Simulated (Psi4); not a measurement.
Psi4 was given this input:
```
memory 2 GB

molecule {
0 2
C    -0.48130263   -0.54229435    1.93985837
Si   -0.30974049   -0.19760081    0.13171235
C    -0.91856830   -1.68566693   -0.89593603
C    -1.26363719    1.38508787   -0.33835726
C     1.53721877    0.04003556   -0.27693796
C     2.11951587    1.19718816   -0.53965245
H    -0.55708985    0.23937689    2.67522094
H    -0.44268157   -1.53660897    2.34889630
H    -0.38333621   -2.58934057   -0.62188198
H    -0.76942544   -1.52536564   -1.95967196
H    -1.97612059   -1.86945095   -0.73474173
H    -2.33395811    1.24964921   -0.21838484
H    -0.96670646    2.21750029    0.29142353
H    -1.07994180    1.66755967   -1.37055090
H     2.14647980   -0.85595015   -0.27363070
H     3.17300341    1.28065482   -0.76451311
H     1.56678460    2.12228493   -0.54998627
}

set {
  basis def2-svpd
  reference uhf
  freeze_core true
}

energy('mp2')
print_variables()
```

Question: Predict the MP2 correlation energy from MP2/def2-SVPD (Psi4).

Answer: -0.8037 Eh

Question: Give the total energy at the level MP2/def2-SVPD.

Answer: -485.222768 Ha

Question: Give the nuclear repulsion energy at the level MP2/def2-SVPD.

Answer: 286.4152 Eh

These values belong to the state on which the SCF converged, which isn't shown to be the lowest.
